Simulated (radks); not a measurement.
Problem. These are the eigenvalues of the occupied orbitals of an atom or ion with whole-number occupations (Ry). Method: scalar-relativistic Kohn-Sham, BLYP, spin-polarised, spherical densities, finite nucleus; Fermi nuclear charge, rms radius of each element as measured or else 0.836 A^(1/3) + 0.57 fm; computed with a radial shooting solver on a logarithmic mesh with Libxc functionals.

1s up: -5951.795
1s down: -5951.783
2s up: -1064.054
2s down: -1064.048
2p up: -922.5168
2p down: -922.5068
3s up: -263.7220
3s down: -263.7145
3p up: -222.6445
3p down: -222.6360
3d up: -178.7055
3d down: -178.6970
4s up: -69.99550
4s down: -69.98085
4p up: -56.50130
4p down: -56.48575
4d up: -40.27882
4d down: -40.26019
5s up: -23.47252
5s down: -23.37170
4f up: -22.22131
4f down: -22.19519
5p up: -19.48278
5p down: -19.37615

Which element is it, and in what charge state? The configuration may be excited. Open shells, if any, are filled with parallel spins first.

Solution. Z = 79, gold, charge +12: Au12+ in [Kr] 4d10 4f14 5s2 5p5. The list shows which subshells hold electrons but not how many an open one holds; the 1s level, -2975.9 hartree, gives Z - s = 77.1 by -(Z - s)^2/2, which with screening and relativity narrows Z to a few neighbours, and the depths of the outer levels then fix element, charge and occupations together.
